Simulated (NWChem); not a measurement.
Species: Si$_{2}$H$_{3}$O$_{2}$F; SMILES F[SiH]1O[SiH2]O1

```xyz
8

F     -0.5751     2.0510     0.0000
Si     0.4583     0.8205     0.0000
O      0.1187    -0.3131    -1.1928
Si    -0.2408    -1.4740     0.0000
O      0.1187    -0.3131     1.1928
H      1.8146     1.3912     0.0000
H      0.6970    -2.6243     0.0000
H     -1.6574    -1.9158     0.0000
```
Atoms are numbered in this order, from 1.

Results from NWChem. Coordinates come from a PBE0/def2-SVP optimisation. Atomic charges in e: unrestrained fits to the electrostatic potential beside Mulliken populations; buried atoms are poorly determined by the fit.

Task: Estimate the computed values for B3LYP/def2-SVP. Quantities: ESP F1; Mulliken F1; ESP Si2; Mulliken Si2; ESP O3; Mulliken O3; ESP Si4; Mulliken Si4; ESP O5; Mulliken O5; relative RMS misfit of the potential (%).

Result: 
```
Property                                  Value
----------------------------------------  -----
ESP F1                                    -0.33
Mulliken F1                               -0.31
ESP Si2                                    1.12
Mulliken Si2                               0.91
ESP O3                                    -0.64
Mulliken O3                               -0.54
ESP Si4                                    0.93
Mulliken Si4                               0.77
ESP O5                                    -0.64
Mulliken O5                               -0.54
relative RMS misfit of the potential (%)     28
```
